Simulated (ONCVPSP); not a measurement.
Before and after: ONCV potential for Mn (Z = 25)

| Item | Value |
| --- | --- |
| Element | Mn |
| Generator | ONCVPSP 4.0.1 |
| Type | optimised norm-conserving Vanderbilt (ONCV) |
| Functional | LDA (Perdew-Zunger) |
| Relativity | scalar-relativistic |
| Frozen core | [Ne] |
| Valence charge | 15 |
| Reference configuration | 3s2 3p6 3d5.5 4s1.5 |
| Partial waves | 3s+4s: rc 1.20 bohr, ncon 5, nbas 9, qcut 13.2 1/bohr, 2 projectors; 3p: rc 1.15 bohr, ncon 4, nbas 7, qcut 10.2 1/bohr, 2 projectors, debl 1.7 Ha; 3d: rc 1.15 bohr, ncon 3, nbas 8, qcut 16.1 1/bohr, local |
| Local potential | the d channel |
| Core correction | Teter function, fcfact 3, rcfact 1.55 |

In the p channel the program set the typed energies aside and used -1.920, 0.250 Ha.

Change: d: rc 0.92.

Cutoffs: the cutoffs (Ha) at which the residual kinetic energy of the hardest occupied pseudo-wave falls to 1 and 0.1 mHa per electron; they do not see the model core or the augmentation charge, which bear on the density cutoff. Errors are all-electron minus pseudo energies relative to the spin-unpolarised reference configuration.

**Question.** What does the change do?

**Answer.** The potential gets harder (79 Ha and 92 Ha → 94 Ha and 108 Ha); the bound ghost in s disappears; of the 4 tests that both files solve, the error grows in 1 and shrinks in 3 by more than 15 % and 0.3 meV (median size 0.9 → 0.7 meV). A smaller radius makes the pseudo-wave follow the all-electron one further in, where it bends more sharply, so more plane waves are needed.

| quantity | base | changed |
| --- | --- | --- |
| cutoff, loose | 79 Ha | 94 Ha |
| cutoff, tight | 92 Ha | 108 Ha |
| loose cutoff by channel | s 56 Ha, p 30 Ha, d 79 Ha | s 56 Ha, p 30 Ha, d 94 Ha |
| bound ghosts | s | none |
| GHOST(+) flags under 300 eV | p at 198.5 eV | none |
| error for 3s2 3p6 3d5 4s2, meV [ΔE 0.51 eV] | +0.5 | +0.9 |
| error for 3s2 3p6 3d5 4s1, meV [ΔE 9.16 eV] | -0.8 | -0.1 |
| error for 3s2 3p6 3d5 4s0, meV [ΔE 25.04 eV] | -2.2 | -1.3 |
| error for 3s2 3p6 3d5 4s0 4p1, meV [ΔE 13.98 eV] | -1.1 | -0.4 |
| s: phases at 1.22 bohr within 0.05 rad from the reference energy up to (Ha; the scan ends near 5) | to the end of the scan | to the end of the scan |
| p: phases at 1.17 bohr within 0.05 rad from the reference energy up to (Ha; the scan ends near 5) | 4.1 | to the end of the scan |
| rms error of d²Exc/dni dnj with the model core, mHa | 0.67 | 0.59 |

 A true bound ghost makes a file unfit for plane-wave use even where its test errors are small: the radial tests pick states by their node count and pass the ghost by.
